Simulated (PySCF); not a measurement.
CH3BrMgS, SMILES [S]([Mg][Br])C. Geometry optimised at PBE-D3(BJ)/def2-SVP. The structure was generated by enumeration; whether it is a known compound was not checked. Other conformers were not sampled.

### Question
Give the equilibrium geometry at PBE-D3(BJ)/def2-SVP (PySCF confirms it by a frequency run) as bond lengths and angles, and its point group. (The exact figures need the calculation; the answer reports its results.)

### Answer
One answer among several that fit: point group Cs.
Atoms: Mg1 Br2 S3 C4 H5 H6 H7. Bonded distances (Å): Mg1–Br2 2.363, Mg1–S3 2.311, S3–C4 1.850, C4–H5 1.107, C4–H6 1.107, C4–H7 1.107. Angles (°): Br2–Mg1–S3 178.7, Mg1–S3–C4 102.9, S3–C4–H5 112.3, S3–C4–H6 106.4, S3–C4–H7 112.3, H5–C4–H6 108.0, H5–C4–H7 109.6, H6–C4–H7 108.0.
